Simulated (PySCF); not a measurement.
## UHF on K(3+) (potassium, charge +3)

Configuration: [Ne] 3s2 3p4, high-spin 3P determinant. Computed with PySCF 2.14 in aug-cc-pVDZ-X2C (6s5p3d, 36 functions), with the spin-free X2C one-electron Hamiltonian (Gaussian nucleus).

```
Total energy                                                  : -598.431567 hartree
One-electron energy                                           : -795.4701 hartree
Hartree (Coulomb) energy                                      : 228.5757 hartree
Exchange energy                                               : -31.5372 hartree
⟨S²⟩                                                          : 2.0004
⟨L²⟩                                                          : 2.001
Sum of ⟨r⟩                                                    : 11.16 bohr
Sum of ⟨r²⟩                                                   : 14.35 bohr²
Traceless quadrupole moment −½Σ⟨3z² − r²⟩ along its main axis : -0.946 e·bohr²
Langevin diamagnetic susceptibility                           : -11.4 ×10⁻⁶ cm³/mol
Time after the integrals                                      : 0.06 s of wall time on 1 thread of Neoverse-V2 (shared host)
```

| shell | electrons | mean orbital energy (hartree) | spread (hartree) | rms radius, mean of both spins (bohr) |
| --- | --- | --- | --- | --- |
| 1s α | 1 | -136.16191 | 0 | 0.0937 |
| 1s β | 1 | -136.13126 | 0 | 0.0937 |
| 2s α | 1 | -16.47115 | 0 | 0.417 |
| 2s β | 1 | -16.44259 | 0 | 0.417 |
| 2p α | 3 | -13.41482 | 0.03578 | 0.387 |
| 2p β | 3 | -13.36272 | 0.02185 | 0.387 |
| 3s α | 1 | -3.29730 | 0 | 1.35 |
| 3s β | 1 | -2.99578 | 0 | 1.35 |
| 3p α | 3 | -2.42255 | 0.07974 | 1.54 |
| 3p β | 1 | -2.29281 | 0 | 1.54 |

Densities and radii are taken from the X2C orbitals without a picture-change correction, which distorts them close to the nucleus.
